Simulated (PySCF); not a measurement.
Dipole moment and polarisability of (F)2Al-S-SiH3

Compound: (F)2Al-S-SiH3.
Geometry (PBE0-D3(BJ)/def2-SVP, Å), atoms numbered from 1 in this order:
```
atom  x, y, z in Å
Al1   -0.0494   -0.4455   -1.7902
F2    -1.3790   -1.1919   -1.1450
F3     0.2831   -0.6329   -3.3948
S4     1.2030    0.7447   -0.5123
Si5    0.1739    0.4027    1.3629
H6    -1.2225    0.9184    1.3135
H7     0.9634    1.1642    2.3703
H8     0.1659   -1.0452    1.7119
```

Level: CAM-B3LYP/def2-SVPD (PySCF), static field, nuclei fixed, core orbitals frozen in the response. The polarisability tensor in these axes (au):

```
x   63.69  3.62 -1.45
y    3.62 61.65  4.04
z   -1.45  4.04 81.19
```

Task: What are the eigenvalues, a third of the trace, and Δα (Δα² = ½Σ(αi − αj)² over the three pairs)?

Result: Principal values 58.17, 66.34 and 82.02 au; mean 68.84 au = 10.20 Å³ = 11.35 × 10⁻⁴⁰ C²·m²/J; Δα = 20.99 au (30 % of the mean).

Task: What is the dipole moment, and where does it point?

Result: (0.13, 0.47, 1.63) D, 1.70 D in size, pointing from the negative to the positive side. Measured along this direction, the outermost atoms are F3 at the negative end and H7 at the positive end.

Task: Molar refractivity from α?

Result: Lorentz–Lorenz: R = (4π/3)N_A α = 2.5225 cm³/(mol·Å³) × 10.20 Å³ = 25.7 cm³/mol, in the limit of long wavelengths.

Task: Rayleigh depolarisation ratio (linearly polarised light, static tensor)?

Result: ρ = 3Δα²/(45ᾱ² + 4Δα²) = 1321.6/(213271 + 1762.2) = 0.00615.

Task: Find the Langevin capture rate constant for O2+ (31.990 u) meeting this molecule (127.951 u), k = 2.342 × 10⁻⁹ cm³/s × √(α in Å³ / reduced mass in u).

Result: The reduced mass is 25.59 u, so k = 1.48 × 10⁻⁹ cm³/s. The formula leaves out the permanent dipole, which adds to the capture rate.

The structure is a single PBE0-D3(BJ)/def2-SVP conformer in the gas phase; no vibrational or solvent corrections.
